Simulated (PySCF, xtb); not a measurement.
C₂H₅O, SMILES C(O)[CH2], multiplicity 2. One conformer was computed; it need not be the lowest.

Harmonic wavenumbers (cm⁻¹) from GFN2-xTB run with xtb at its own minimum, in rising order: 130, 262, 399, 432, 876, 901, 1044, 1135, 1161, 1270, 1325, 1384, 1436, 2711, 2837, 3143, 3194, 3548.

Task: What does PBE-D3(BJ)/def2-TZVP run with PySCF give at its own minimum? (An estimate is asked for; the answer gives what the named calculation found.)

Result: 189, 337, 414, 542, 794, 924, 1058, 1091, 1140, 1308, 1347, 1403, 1422, 2894, 2913, 3078, 3186, 3671. Paired by order, the mean absolute difference is 55 cm⁻¹ and the zero-point energies are 38.9 and 39.6 kcal/mol.
